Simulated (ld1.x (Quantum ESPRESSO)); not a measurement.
Which change was made? (Ge, ultrasoft)

Ge (Z = 32), ultrasoft, made with ld1.x (Quantum ESPRESSO) 7.5 (PBEsol, scalar-relativistic). Core [Ar], reference 3d10 4s2 4p2. Waves: 4s (bound): rcut 1.75, rcutus 2.00 bohr; 4s channel at 1.8 Ry: rcut 1.75, rcutus 2.00 bohr; 4p (bound): rcut 2.40, rcutus 2.65 bohr; 4p channel at 0.45 Ry: rcut 2.40, rcutus 2.65 bohr; 3d (bound): rcut 0.80, rcutus 0.90 bohr; 3d channel at -0.45 Ry: rcut 0.80, rcutus 0.90 bohr. Local part: all-electron potential smoothed inside 1.40 bohr (lloc = -2). Core correction: Bessel-smoothed model core, default radius (core density twice the valence density). Augmentation charge: PSQ, inside the norm-conserving radii.

Cutoffs, loose and tight: the cutoffs (Ry, on a coarse ladder) from which the occupation-weighted sum of valence levels, in a spherical-Bessel basis at the reference potential, stays within 10 and 1 mRy of its value at 400 Ry. They do not see the model core or the augmentation charge, which bear on the density cutoff. Test errors are all-electron minus pseudo excitation energies from the reference, over the configurations 3d10 4s2 4p1; 3d10 4s2 4p0; 3d10 4s1 4p0; 3d10 4s2 4p1.5; 3d9 4s2 4p2; 3d10 4s1 4p3; 3d10 4s1 4p2; variants that change the core or the reference have their own tests. The largest error is taken over the tests solved by every variant that gives reliable tests at all, those not shown here included: 3d10 4s1 4p0; 3d10 4s2 4p0; 3d10 4s2 4p1; 3d10 4s2 4p1.5.

The base gives: outcome: generated; cutoff, loose: 200 Ry; cutoff, tight: over 300 Ry; bound ghosts: none; largest test error (meV): -77.

Task: After one change the result is: outcome: generated; cutoff, loose: 110 Ry; cutoff, tight: 180 Ry; bound ghosts: none; largest test error (meV): -266. Which change was it?
A. all radii but the core radius scaled by about 0.83 (s 1.66, p 2.18, d 0.74 bohr, rcut 1.44/1.98/0.66); local potential all-electron potential smoothed inside 1.16 bohr (lloc = -2)
B. all radii but the core radius scaled by about 1.14 (s 2.28, p 3.02, d 1.02 bohr, rcut 2.00/2.74/0.92); local potential all-electron potential smoothed inside 1.60 bohr (lloc = -2)
C. all radii but the core radius scaled by about 1.29 (s 2.58, p 3.42, d 1.16 bohr, rcut 2.26/3.10/1.04); local potential all-electron potential smoothed inside 1.80 bohr (lloc = -2)

Result: C. The others give: all radii but the core radius scaled by about 1.14 (s 2.28, p 3.02, d 1.02 bohr, rcut 2.00/2.74/0.92); local potential all-electron potential smoothed inside 1.60 bohr (lloc = -2) → outcome: generated, overlap not positive; bound ghosts: not determined (overlap not positive); largest test error (meV): test run stopped at test 1 of 7 (negative rho) | all radii but the core radius scaled by about 0.83 (s 1.66, p 2.18, d 0.74 bohr, rcut 1.44/1.98/0.66); local potential all-electron potential smoothed inside 1.16 bohr (lloc = -2) → outcome: generated; cutoff, loose: 300 Ry; cutoff, tight: over 300 Ry; bound ghosts: none; largest test error (meV): -34. A file whose overlap is not positive is unfit for use, and its test errors describe a broken file.
